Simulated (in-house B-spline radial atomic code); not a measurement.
A fraction x of an electron is removed from 5p in the lanthanum ion La⁵⁺, starting from [Kr] 4d10 5s2 5p4 and keeping the highest spin. Level of theory: scalar-relativistic (X2C) PBE0, spin-polarised, spherical fractional occupations, Fermi nucleus of rms radius 4.855 fm; calculated with an all-electron radial atomic-structure program (B-spline basis).

Caution: exact exchange at fractional occupations of open shells leaves self-interaction of up to several eV.

| x | E(x) - E(0) (eV) | 5p down level (eV) |
| --- | --- | --- |
| 0 | 0.0000 | -68.122 |
| 0.01 | 0.6818 | -68.232 |
| 0.17 | 11.7406 | -70.003 |
| 0.26 | 18.0858 | -71.002 |
| 0.38 | 26.6860 | -72.335 |
| 0.5 | 35.4463 | -73.671 |
| 0.53 | 37.6615 | -74.006 |
| 0.68 | 48.8880 | -75.681 |
| 0.77 | 55.7447 | -76.689 |
| 0.9 | 65.8091 | -78.150 |
| 1 | 73.6804 | - |

The exact functional would give a straight line between the two integer points. Deviations E(x) - E(0) - x[E(1) - E(0)], in eV: -0.055 at x = 0.01, -0.785 at x = 0.17, -1.071 at x = 0.26, -1.313 at x = 0.38, -1.394 at x = 0.5, -1.389 at x = 0.53, -1.215 at x = 0.68, -0.989 at x = 0.77, -0.503 at x = 0.9.

The curve lies below the straight line by up to 1.394 eV (at x = 0.5): convex, the delocalisation error, to which spherically averaged exact exchange adds.

Problem. How well does Slater's transition state (minus the level at half occupation) give the ionisation energy?

Solution. It gives 73.671 eV against 73.680 eV from the two total energies; NIST lists 74.00 eV, ground level to ground level. The end point has an open shell averaged over its orbitals, so its exact exchange keeps a self-interaction and this is no true integer point.
